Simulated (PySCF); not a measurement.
BF$_{2}$ (SMILES F[B]F), doublet, geometry from GFN2-xTB. Base run: R2SCAN/3-21G run with PySCF.

The PySCF input:
```python
from pyscf import gto, scf, dft

mol = gto.M(
    atom='''
F    -1.099333   -0.189748    0.050978
B    -0.017998    0.560752   -0.017795
F     1.109332   -0.121780   -0.041092
''',
    basis='3-21g',
    charge=0,
    spin=1,
    verbose=4,
)

mf = dft.UKS(mol)
mf.xc = 'r2scan'
mf.kernel()
```

Variants of this job, named by their change:

| change | ΔE vs base (µEh) | SCF cycles | <S^2> | outcome |
|---|---|---|---|---|
| base | 0.0 | 9 | 0.753 | converged |
| conv_tol = 1e-7 | 0.0 | 7 | 0.753 | converged |
| conv_tol_grad = 1e-3 | 0.0 | 9 | 0.753 | converged |
| diis_space = 20 | 0.0 | 9 | 0.753 | converged |
| solver = newton; init_guess = 1e | 0.0 | - | 0.753 | converged |
| diis = off (with mf.max_cycle = 100) | - | 100 | - | not converged |
| conv_tol = 1e-12 | 0.0 | 10 | 0.753 | converged |
| init_guess = huckel | 0.0 | 10 | 0.753 | converged |
| conv_tol_grad = 1e-7 | 0.0 | 10 | 0.753 | converged |
| init_guess = vsap | 0.0 | 7 | 0.753 | converged |
| diis_space = 12 | 0.0 | 9 | 0.753 | converged |
| level_shift = 1.0 (with mf.max_cycle = 100) | 0.0 | 27 | 0.753 | converged |
| DIIS = ADIIS | 0.0 | 14 | 0.753 | converged |

Open shells are given as the SCF converged; they aren't shown to be the lowest states, and a large step between rows can be another state.
